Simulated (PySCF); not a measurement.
SMILES C(#C[SiH3])[SiH2]N (C2H7NSi2) at its CAM-B3LYP/def2-SVP optimised geometry (Å):

```
12

Si    -1.4162    -3.4598    -3.8787
C     -0.8797    -2.4735    -2.4274
C     -0.5202    -1.8221    -1.4611
Si     0.0162    -0.8167     0.0000
N     -0.5261     0.8171     0.0000
H     -1.7760    -2.5469    -4.9957
H     -0.3106    -4.3540    -4.3117
H     -2.6008    -4.2815    -3.5161
H     -0.5264    -1.4894     1.2073
H      1.5010    -0.8167     0.0000
H     -1.5010     1.0312     0.1806
H     -0.1206     1.4894    -0.6423
```

Level of theory: PySCF 2.14.0 with CAM-B3LYP/def2-TZVP.

Map of the Laplacian of the electron density (e/bohr⁵) on the plane z = 1.0 Å:

```
|@@@@@@@@@@@@@@@@@@@@@@@@@@@|
|@@@@@@@@@@@@@@@@@@@@@@@@@@@|
|@@@@@@@@@@@@@@@@@@@@@@@@@@@|
|@@@@@@@@@@@@@@@@@@@@@@@@@@@|
|@@@@@@@@@@@@@@@@@@@@@@@@@@@|
|@@@@@@@@@@@@@@@@@@@@@@@@@@@|
|@@@@@@@@@@@@@@@@@@@@@@@@@@@|
|@@@@@@@@@@@@@@@@@@@@@@@@@@@|
|@@@@@@@@@@@@@@@@@@@@@@@@@@@|
|@@@@@@@@@@@@@@@@@@@@@@@@@@@|
|@@@@@@@@@@@@@@@@@@@@@@@@@@@|
|@@@@@@@@@@@@@@@@@@@@@@@@@@@|
|@@@@@@@@@@@@@@@@@@@@@@@@@@@|
|@@@@@@@@@@@@@@@@@@@@@@@@@@@|
|@@@@@@@@@@@@@@@@@@@@@@@@@@@|
|@@@@@@@@@@@@@@@@@@@@@@@@@@@|
|@@@@@@@@@@@%%%@@@@@@@@@@@@@|
|@@@@@@@@@@%++%@@@@@@@@@@@@@|
|@@@@@@@@@@% =%@@@@@@@@@@@@@|
|@@@@@@@@@@@%%@@@@@@@@@@@@@@|
|@@@@@@@@@@@@@@@@@@@@@@@@@@@|
|@@@@@@@@@@@@@@@@@@@@@@@@@@@|
|@@@@@@@@@@@@@@@@@@@@@@@@@@@|
|@@@@@@@@@@@@@@@@@@@@@@@@@@@|
|@@@@@@@@@@@@@@@@@@@@@@@@@@@|
|@@@@@@@@@@@@@@@@@@@@@@@@@@@|
|@@@@@@@@@@@@@@@@@@@@@@@@@@@|
```
Scale: ten equal steps from -1.23 (start of ' ') to 0.131 (end of '@'), in the order ' .:-=+*#%@'; x runs from -4.00 to 4.00, y from -4.00 (bottom) to 4.00 (top).
